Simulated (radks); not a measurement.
Results of a calculation; reference values are marked as such.
Effect of the nuclear size on neutral praseodymium, [Xe] 4f3 6s2. Code: a radial shooting solver on a logarithmic mesh with Libxc functionals. Model: Dirac Kohn-Sham, relativistic LDA (MacDonald-Vosko exchange, VWN5 correlation), spin-unpolarised, spherical densities, finite nucleus; open shells fill j = l - 1/2 first; Fermi nuclear charge, rms radius 4.8919 fm. The rms radius is varied about that value; shifts are against it.

rms radius (fm)  total energy shift (eV)  density at nucleus (e/bohr^3)  1s1/2 shift (meV)  2s1/2 shift (meV)  5s1/2 shift (meV)  5p1/2 shift (meV)  6s1/2 shift (meV)  4f5/2 shift (meV)  6p1/2 (empty) shift (meV)
3.9869                             -3.89                      4.302e+05              -1610               -198              -1.42              0.222             -0.072              0.333                      0.065
4.5348                             -1.61                      4.185e+05               -664              -82.0             -0.587              0.092             -0.030              0.138                      0.027
4.8919                                 0                      4.117e+05              0.000              0.000              0.000              0.000              0.000              0.000                      0.000
5.342                               2.16                       4.04e+05                893                110              0.790             -0.123              0.040             -0.185                     -0.036
6.0464                              5.85                      3.934e+05               2410                298               2.13             -0.333              0.108             -0.501                     -0.098

Slopes of the eigenvalues against <r^2> in GHz/fm^2, as finite differences over the two radii next to the reference (eigenvalue slopes, not the field-shift constants of lines): 1s1/2 47200, 2s1/2 5830, 5s1/2 41.8, 5p1/2 -6.52, 6s1/2 2.12, 4f5/2 -9.80, 6p1/2 (empty) -1.92.
